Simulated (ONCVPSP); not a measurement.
**Ranking ONCV potentials for Mg (Z = 12)**

All share these settings but for the change named:

Mg (Z = 12), optimised norm-conserving Vanderbilt (ONCV), made with ONCVPSP 4.0.1 (PBE, scalar-relativistic). Core [He], reference 2s2 2p6 3s2. Waves: 2s+3s: rc 1.10 bohr, ncon 5, nbas 9, qcut 13.6 1/bohr, 2 projectors; 2p: rc 1.30 bohr, ncon 4, nbas 8, qcut 12.6 1/bohr, 2 projectors, debl 0.6 Ha; d scattering state at 0.21 Ha: rc 1.10 bohr, ncon 5, nbas 9, qcut 9.5 1/bohr, local. Local part: the d channel. Core correction: none.

In the p channel the program set the typed energies aside and used -1.713, 0.250 Ha.

Cutoff: the first of the cutoffs (Ha) at which the residual kinetic energy of the hardest occupied pseudo-wave falls to 1 and 0.1 mHa per electron; the density cutoff is not measured.

The base gives 54 Ha.

Of 10 variants that were run, those that failed, showed a ghost or another fault, or gave nearly equal values are left out.

A variant can come out equal or close to the base.

Question: Rank these variants from softest to hardest (loose cutoff).
A. s: qcut 16.2; p: qcut 15; d: qcut 11.3
B. s: qcut 10.1; p: qcut 9.4; d: qcut 7.1
C. s: qcut 14.6; p: qcut 13.5; d: qcut 10.2
D. s: qcut 12.4; p: qcut 11.5; d: qcut 8.6
E. s: qcut 17.5; p: qcut 16.2; d: qcut 12.2

Answer: B (40 Ha), D (49 Ha), C (58 Ha), A (68 Ha), E (79 Ha).
